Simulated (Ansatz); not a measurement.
Z-matrix (Å, degrees):
```
C
C 1 1.3923
H 2 1.0918 1 121.48
C 2 1.4042 3 123.77 1 -179.99
C 4 1.3887 2 111.94 3 179.99
H 4 1.0908 5 123.18 2 179.99
B 1 1.5142 2 129.22 3 -0.01
H 7 1.2091 1 121.22 2 -179.99
H 7 1.2094 8 120.09 1 -180.00
S 5 1.7130 4 111.51 6 180.00
S 5 1.7456 4 124.26 6 -0.02
H 11 1.3499 5 96.60 4 179.93
```
Charge 0, multiplicity 1.

Method: frozen-core CCSD(T)/cc-pVTZ // PBE0-D4/def2-SVP in Ansatz (an electronic-structure program). The restricted HF reference is unstable towards unrestricted orbitals.

```
Property                        Value
----------------------  -------------
HF energy               -974.19237 Ha
MP2 correlation energy    -1.08414 Ha
```

Question: Estimate the CCSD correlation energy, the (T) correction, the total energy and the T1 diagnostic.

Answer: 
| Property | Value |
|---|---|
| CCSD correlation energy | -1.12343 Ha |
| (T) correction | -0.06304 Ha |
| CCSD(T) total energy | -975.37885 Ha |
| T1 diagnostic | 0.014 |
